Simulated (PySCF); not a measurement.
Ti(Cl)(OH)(Me)2 (C2H7ClOTi), SMILES [CH3][Ti]([CH3])([OH])[Cl], multiplicity 1. Heavy atoms are numbered as in [Ti:1]([Cl:2])([OH:3])([CH3:5])[CH3:9]. Hydrogens are named by the atom that carries them.

Geometry optimised at PBE0-D3(BJ)/def2-SVP. The spin state was assumed, not searched. The values are those of a single conformer.

These are PySCF with PBE/def2-TZVP values and carry that method's errors.

Atomic charges (e), one atom of each kind:

```csv
atom,meta-Löwdin,Mulliken,Löwdin
Ti1,1.18,1.15,-0.03
Cl2,-0.39,-0.36,0.15
O3 (OH),-0.63,-0.64,-0.16
H on O3,0.36,0.33,0.17
C5 (CH3),-0.65,-0.66,-0.47
H on C5,0.13,0.14,0.13
```
